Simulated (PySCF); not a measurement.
**input.py for SeCl⁻**

Input:

```python
from pyscf import gto, scf, mp

mol = gto.M(
    atom='Se 0 0 0; Cl 0 0 2.185',
    basis='cc-pvdz',
    charge=-1,
    spin=0,
    verbose=4,
)
mf = scf.RHF(mol)
mf.kernel()
mp.MP2(mf, frozen=14).kernel()
mf.dip_moment()
print('orbital energies (hartree):', mf.mo_energy[..., max(0, mol.nelec[1]-3):mol.nelec[0]+3].round(4))
```

```bash
$ OMP_NUM_THREADS=1 python input.py
```

It prints (some set-up lines removed):

```
PySCF version 2.14.0

[INPUT] Symbol           X                Y                Z      unit          X                Y                Z       unit  Magmom
[INPUT]  1 Se     0.000000000000   0.000000000000   0.000000000000 AA    0.000000000000   0.000000000000   0.000000000000 Bohr   0.0
[INPUT]  2 Cl     0.000000000000   0.000000000000   2.185000000000 AA    0.000000000000   0.000000000000   4.129051582175 Bohr   0.0

nuclear repulsion = 139.983719868082
number of shells = 11
number of NR pGTOs = 118
number of NR cGTOs = 45
basis = cc-pvdz
ecp = {}

******** <class 'pyscf.scf.hf.RHF'> ********
method = RHF
initial guess = minao
damping factor = 0
level_shift factor = 0
DIIS = <class 'pyscf.scf.diis.CDIIS'>
SCF conv_tol = 1e-09
SCF max_cycles = 50
Initial guess from minao.
init E= -2858.34157502452
  HOMO = -0.247485107498663  LUMO = -0.0683569713183507  gap/eV = 4.87432
cycle= 1 E= -2859.33943554289  delta_E= -0.998  |g|= 0.189  |ddm|= 1.37
  HOMO = -0.0581905037925924  LUMO = 0.328936867115856  gap/eV = 10.53427
cycle= 2 E= -2859.35221190322  delta_E= -0.0128  |g|= 0.0547  |ddm|= 0.393
  HOMO = -0.0844646681202164  LUMO = 0.308293360488524  gap/eV = 10.68749
cycle= 3 E= -2859.35296855477  delta_E= -0.000757  |g|= 0.0121  |ddm|= 0.0557
  HOMO = -0.0846947657411265  LUMO = 0.309180804523558  gap/eV = 10.71790
cycle= 4 E= -2859.35305847735  delta_E= -8.99e-05  |g|= 0.00399  |ddm|= 0.0225
  HOMO = -0.0852864070656823  LUMO = 0.309422194992957  gap/eV = 10.74057
cycle= 5 E= -2859.35306780953  delta_E= -9.33e-06  |g|= 0.00105  |ddm|= 0.00724
  HOMO = -0.0851689548328105  LUMO = 0.309547212448577  gap/eV = 10.74077
cycle= 6 E= -2859.35306879202  delta_E= -9.82e-07  |g|= 0.00035  |ddm|= 0.00224
  HOMO = -0.0852277886102294  LUMO = 0.309525909245115  gap/eV = 10.74180
cycle= 7 E= -2859.3530688819  delta_E= -8.99e-08  |g|= 7.53e-05  |ddm|= 0.000809
  HOMO = -0.0852441592300733  LUMO = 0.309508096044802  gap/eV = 10.74176
cycle= 8 E= -2859.35306888527  delta_E= -3.38e-09  |g|= 1.76e-05  |ddm|= 0.000133
  HOMO = -0.0852430019442125  LUMO = 0.309509888136496  gap/eV = 10.74177
cycle= 9 E= -2859.35306888545  delta_E= -1.77e-10  |g|= 2.07e-06  |ddm|= 3.15e-05
  HOMO = -0.0852432572491267  LUMO = 0.309509807854238  gap/eV = 10.74178
Extra cycle  E= -2859.35306888546  delta_E= -6.37e-12  |g|= 6.62e-07  |ddm|= 3.28e-06
converged SCF energy = -2859.35306888546

******** <class 'pyscf.mp.mp2.RMP2'> ********
nocc = 12, nmo = 31
frozen orbitals 14
E(RMP2) = -2859.60898794687  E_corr = -0.255919061414545
E(SCS-RMP2) = -2859.59903035692  E_corr = -0.245961471461536
E_corr(same-spin) = -0.0705477718106749
E_corr(oppo-spin) = -0.18537128960387

WARN: System has nonzero charge -1; the dipole moment is origin-dependent.
Location of origin: [0. 0. 0.]

Dipole moment(X, Y, Z, Debye): -0.00000,  0.00000, -3.93045
orbital energies (hartree): [-0.2616 -0.0852 -0.0852  0.3095  0.7868  0.8176]
```

In short: E(SCF) = -2859.353069 Eh, 9 cycles, E(MP2) − E(SCF) = -0.25592 Eh.

It ran on Arm Neoverse V1 (1 thread, shared host) in 1.2 s, peak memory 0.12 GiB.

The basis has no diffuse functions, which an anion needs. Stability towards an unrestricted solution was not tested. The bond length is a typed value, not an optimised one. The dipole of an ion depends on the origin.
